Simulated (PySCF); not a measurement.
Species: C₄H₇NSi.
Geometry (PBE0-D3(BJ)/def2-SVP, Å), atoms numbered from 1 in this order:
```xyz
13
C4H7NSi angstrom
C     -0.8272    2.8949    0.1433
C     -0.4934    1.7278    0.2284
Si    -0.0121   -0.0390    0.3765
C     -1.5295   -1.1211    0.3279
N      0.9987   -0.4263   -1.0102
C      2.2039   -0.7899   -0.9291
H     -1.1198    3.9270    0.0639
H      0.7457   -0.2130    1.6606
H     -2.0260   -1.0243   -0.6491
H     -1.2591   -2.1776    0.4786
H     -2.2414   -0.8271    1.1139
H      2.7709   -0.8920    0.0230
H      2.7789   -1.0363   -1.8421
```

Method: core-valence-separated Tamm–Dancoff BHandHLYP/aug-pcX-1 (pcseg-1 on H, def2-SVPD on Si) in PySCF, non-relativistic, gas phase, PBE0-D3(BJ)/def2-SVP geometry. The energies are unshifted.

The lowest roots of each edge with f over 0.003 (five at most, numbered afresh; weaker and dark ones are left out), with transition dipoles (au) in the frame of the coordinates:

| root | edge | E (eV) | μx | μy | μz |
| --- | --- | --- | --- | --- | --- |
| 1 | C | 282.62 | -0.0294 | -0.0959 | 0.0071 |
| 2 | C | 282.79 | -0.0410 | -0.0058 | 0.0763 |
| 3 | C | 282.82 | 0.0737 | 0.0247 | 0.0413 |
| 4 | C | 283.10 | -0.0442 | -0.0071 | 0.0750 |
| 5 | C | 283.21 | 0.0719 | 0.0240 | 0.0449 |
| 6 | N | 395.48 | -0.0222 | -0.0725 | 0.0054 |
| 7 | N | 400.06 | 0.0163 | -0.0136 | -0.0310 |
| 8 | N | 400.69 | 0.0113 | 0.0067 | 0.0138 |
| 9 | N | 401.45 | -0.0044 | -0.0090 | 0.0209 |

What are the oscillator strengths?

f = (2/3) ΔE |μ|², with ΔE in hartree (27.2114 eV):

```csv
root,ΔE (Eh),|μ|² (au),f,core hole on
1,10.3863,0.010112,0.070,C6
2,10.3922,0.007536,0.052,C2
3,10.3936,0.007747,0.054,C2
4,10.4036,0.007629,0.053,C1
5,10.4076,0.007762,0.054,C1
6,14.5337,0.005778,0.056,N5
7,14.7021,0.001412,0.014,N5
8,14.7251,0.000363,0.004,N5
9,14.7531,0.000537,0.005,N5
```

Molecules are fixed in this frame and the field points along (0, 1, 1)/√2. What effective strengths 3 f cos²θ do the roots have (θ between field and μ)?

root 1 (C6): 0.082, root 2 (C2): 0.052, root 3 (C2): 0.045, root 4 (C1): 0.048, root 5 (C1): 0.049, root 6 (N5): 0.065, root 7 (N5): 0.029, root 8 (N5): 0.006, root 9 (N5): 0.002. Root 1 is the strongest. Averaged over all orientations cos²θ is 1/3, which gives f back.

One conformer stands for the species.
